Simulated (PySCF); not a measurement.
An unknown is described by computed data only.

Formula: C4H6O2S.

| Quantity | Value |
| --- | --- |
| Dipole | 4.51 D [B97-2/pcSseg-2] |
| Rotational structure | rotational constants A, B, C: 3.769, 1.829, 1.694 GHz [PBE0-D3(BJ)/def2-TZVP] |
| 13C NMR | chemical shifts (computed TMS as zero) by class: 147.3 (2 C), 138.0 (2 C) ppm [GIAO B97-2/pcSseg-2] |
| 1H NMR | chemical shifts (computed TMS as zero) by class: 6.79 (2 H), 6.53 (2 H), 6.24 (2 H) ppm [GIAO B97-2/pcSseg-2] |
| NMR, other nuclei | isotropic shieldings of nuclei other than C and H, by class: 153 (2 O), 206 (1 S) ppm [GIAO B97-2/pcSseg-2] |

Gas-phase values; electronic properties from PySCF, density fitting. Levels stand in brackets. Isolated species at its PBE0-D3(BJ)/def2-TZVP geometry (one conformer only). Each NMR value is the plain mean over a class of atoms that symmetry, rotation or inversion makes alike.

Problem. What is the compound? Reason from the data.

Solution. Numbering: `[CH2:1]=[CH:2][S:3](=[O:4])(=[O:5])[CH:6]=[CH2:7]`. 4 carbons fall into 2 classes; from least to most shielded: alkene CH carbon [C2/C6] (147.3 ppm, 2 C), terminal =CH2 carbon [C1/C7] (138.0 ppm, 2 C). Hydrogen classes from least to most shielded: 2 H on 2 terminal =CH2 carbons, C1/C7 (6.79 ppm), 2 H on 2 alkene CH carbons, C2/C6 (6.53 ppm), 2 H on 2 terminal =CH2 carbons, C1/C7 (6.24 ppm). The other shieldings belong to: 153 ppm, sulfonyl oxygen [O4/O5]; 206 ppm, sulfonyl sulfur [S3]. The optimised geometry has point group C2 and is an asymmetric top. Structure: `C=CS(=O)(=O)C=C`. The assignments are read from this structure; whether some other isomer fits the data as well wasn't checked.

Shape of the structure used: `[CH2:1]=[CH:2][S:3](=[O:4])(=[O:5])[CH:6]=[CH2:7]`: C1–C2–S3–O4 134°, C2–S3–C6–C7 -112°.
